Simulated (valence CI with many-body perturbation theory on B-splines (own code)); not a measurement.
## Level structure of V¹⁶⁺

Level of theory: configuration interaction combined with many-body perturbation theory (CI+MBPT): five valence electrons over a frozen Dirac-Fock core [He], radial functions for each j: 9 s, 9 p, 8 d, 6 f, 3 g, 1 h, with the one-electron correlation potential Σ1 (screened to all orders), the two-electron term Σ2, the three-electron term Σ3, Breit, model QED; selected single and double excitations, second order for the rest (own B-spline code, finite nucleus).

No measured levels were compared; by estimate levels of excited configurations hold to 0.05 to 0.15 % of their energy, terms of the ground configuration to about 0.5 %. Among the levels kept, up to 1900 cm⁻¹ of a level comes from second order outside the variational space, and about a tenth of that is noise between levels of different J, which matters for small intervals.

Levels 1 to 45 of 82, with energies above the lowest level, 2s2 2p3 4S°_3/2. "Leading %" is the weight of the configuration and term that name the level; weights of strongly mixed levels are sums over their largest components and can fall short. In the jj column 3d3/2^4 stands for four electrons in 3d with j = 3/2. Lifetimes count E1, E2, E3, M1 and M2 decay at the calculated energies, and are blank where another channel may lead or the interval is too uncertain; long ones can be off by a factor of two.

```tsv
No.	Configuration	Term	J	E (× 10³ cm⁻¹)	Leading %	Lifetime	Second component	Leading jj
1	2s2 2p3	4S°	3/2	0.00	95		4 % 2s2 2p3 2P°	2s^2 2p1/2 2p3/2^2 (46 %)
2	2s2 2p3	2D°	3/2	121.27	81	299 μs	16 % 2s2 2p3 2P°	2s^2 2p1/2 2p3/2^2 (51 %)
3	2s2 2p3	2D°	5/2	140.60	100	4.59 ms		2s^2 2p1/2 2p3/2^2 (100 %)
4	2s2 2p3	2P°	1/2	211.87	98	101 μs		2s^2 2p1/2 2p3/2^2 (98 %)
5	2s2 2p3	2P°	3/2	240.93	78	43.8 μs	18 % 2s2 2p3 2D°	2s^2 2p3/2^3 (85 %)
6	2s 2p4	4P	5/2	627.71	98	101 ps		2s 2p1/2^2 2p3/2^2 (77 %)
7	2s 2p4	4P	3/2	666.34	99	83.4 ps		2s 2p1/2 2p3/2^3 (83 %)
8	2s 2p4	4P	1/2	681.75	98	75.9 ps		2s 2p1/2^2 2p3/2^2 (34 %)
9	2s 2p4	2D	3/2	867.47	97	32.5 ps		2s 2p1/2 2p3/2^3 (56 %)
10	2s 2p4	2D	5/2	873.44	98	37.3 ps		2s 2p1/2 2p3/2^3 (77 %)
11	2s 2p4	2S	1/2	1000.7	81	17.1 ps	17 % 2s 2p4 2P	2s 2p1/2^2 2p3/2^2 (66 %)
12	2s 2p4	2P	3/2	1039.6	97	9.77 ps		2s 2p1/2 2p3/2^3 (60 %)
13	2s 2p4	2P	1/2	1094.1	82	10.4 ps	17 % 2s 2p4 2S	2s 2p3/2^4 (51 %)
14	2p5	2P°	3/2	1637.3	98	13.7 ps		2p1/2^2 2p3/2^3 (98 %)
15	2p5	2P°	1/2	1698.9	98	12.8 ps		2p1/2 2p3/2^4 (98 %)
16	2s2 2p2 3s	4P	1/2	5327.2	85	1.26 ps	8 % 2s2 2p2 3s 2P	2s^2 2p1/2^2 3s (76 %)
17	2s2 2p2 3s	4P	3/2	5360.4	94	1.39 ps		2s^2 2p1/2 2p3/2 3s (96 %)
18	2s2 2p2 3s	2P	1/2	5388.3	87	511 fs	10 % 2s2 2p2 3s 4P	2s^2 2p1/2 2p3/2 3s (89 %)
19	2s2 2p2 3s	4P	5/2	5388.8	87	1.36 ps	10 % 2s2 2p2 3s 2D	2s^2 2p1/2 2p3/2 3s (64 %)
20	2s2 2p2 3s	2P	3/2	5419.3	76	522 fs	19 % 2s2 2p2 3s 2D	2s^2 2p1/2 2p3/2 3s (78 %)
21	2s2 2p2 3s	2D	5/2	5491.0	88	817 fs	10 % 2s2 2p2 3s 4P	2s^2 2p3/2^2 3s (64 %)
22	2s2 2p2 3s	2D	3/2	5496.0	78	715 fs	17 % 2s2 2p2 3s 2P	2s^2 2p3/2^2 3s (75 %)
23	2s2 2p2 3p	4D°	1/2	5497.7	48	94.4 ps	25 % 2s2 2p2 3p 2S°	2s^2 2p1/2^2 3p1/2 (78 %)
24	2s2 2p2 3p	4D°	3/2	5523.6	73	73.0 ps	16 % 2s2 2p2 3p 4P°	2s^2 2p1/2^2 3p3/2 (54 %)
25	2s2 2p2 3p	2S°	1/2	5526.5	45	143 ps	41 % 2s2 2p2 3p 4D°	2s^2 2p1/2 2p3/2 3p1/2 (78 %)
26	2s2 2p2 3p	4D°	5/2	5553.0	86	123 ps	10 % 2s2 2p2 3p 4P°	2s^2 2p1/2 2p3/2 3p3/2 (80 %)
27	2s2 2p2 3p	4P°	3/2	5553.5	45	31.5 ps	24 % 2s2 2p2 3p 2D°	2s^2 2p1/2 2p3/2 3p1/2 (63 %)
28	2s2 2p2 3p	4P°	1/2	5562.7	75	32.3 ps	15 % 2s2 2p2 3p 2S°	2s^2 2p1/2 2p3/2 3p3/2 (69 %)
29	2s2 2p2 3p	4P°	5/2	5572.0	53	38.8 ps	34 % 2s2 2p2 3p 2D°	2s^2 2p1/2 2p3/2 3p1/2 (52 %)
30	2s2 2p2 3p	2D°	3/2	5580.2	69	39.5 ps	22 % 2s2 2p2 3p 4P°	2s^2 2p1/2 2p3/2 3p3/2 (88 %)
31	2s2 2p2 3p	4D°	7/2	5580.3	89	183 ps	9 % 2s2 2p2 3p 2F°	2s^2 2p1/2 2p3/2 3p3/2 (62 %)
32	2s2 2p2 3s	2S	1/2	5602.0	89	834 fs		2s^2 2p3/2^2 3s (82 %)
33	2s2 2p2 3p	4S°	3/2	5606.7	66	4.22 ps	12 % 2s2 2p2 3p 2P°	2s^2 2p1/2 2p3/2 3p3/2 (38 %)
34	2s2 2p2 3p	2D°	5/2	5621.5	49	48.0 ps	30 % 2s2 2p2 3p 4P°	2s^2 2p3/2^2 3p3/2 (52 %)
35	2s2 2p2 3p	2P°	3/2	5624.4	78	19.9 ps	6 % 2s2 2p2 3p 2D°	2s^2 2p1/2 2p3/2 3p3/2 (35 %)
36	2s2 2p2 3p	2P°	1/2	5635.2	79	29.9 ps	11 % 2s2 2p2 3p 2S°	2s^2 2p3/2^2 3p3/2 (59 %)
37	2s2 2p2 3p	2F°	5/2	5678.4	74	52.1 ps	21 % 2s2 2p2 3p 2D°	2s^2 2p3/2^2 3p3/2 (41 %)
38	2s2 2p2 3p	2F°	7/2	5689.1	90	54.2 ps	9 % 2s2 2p2 3p 4D°	2s^2 2p3/2^2 3p3/2 (62 %)
39	2s 2p3 3s	6S°	5/2	5691.8	98	127 ps		2s 2p1/2 2p3/2^2 3s (53 %)
40	2s2 2p2 3p	2D°	3/2	5707.8	71	15.4 ps	20 % 2s2 2p2 3p 2P°	2s^2 2p3/2^2 3p1/2 (41 %)
41	2s2 2p2 3p	2D°	5/2	5716.8	88	28.2 ps	5 % 2s2 2p2 3p 2F°	2s^2 2p3/2^2 3p1/2 (52 %)
42	2s2 2p2 3d	4F	3/2	5727.9	72	1.72 ps	10 % 2s2 2p2 3d 4D	2s^2 2p1/2^2 3d3/2 (74 %)
43	2s2 2p2 3p	2P°	1/2	5730.2	96	10.7 ps		2s^2 2p1/2 2p3/2 3p3/2 (72 %)
44	2s2 2p2 3d	4F	5/2	5741.3	64	1.00 ps	21 % 2s2 2p2 3d 4D	2s^2 2p1/2^2 3d5/2 (57 %)
45	2s2 2p2 3p	2P°	3/2	5764.8	75	5.58 ps	11 % 2s2 2p2 3p 2D°	2s^2 2p3/2^2 3p3/2 (70 %)
```

Names give the largest LS component (configuration and term), which can be under half, so a name can repeat, a term be missing and a line seem to break the LS rules; names also repeat where a configuration has a term twice.

The ionisation energy to 2s2 2p2 3P_0 of the next ion comes out as 1164.5 eV (NIST: 1165.2 ± 1.1 eV (semi-empirical)). All 82 levels together are meant to be complete up to 5996.8 × 10³ cm⁻¹.
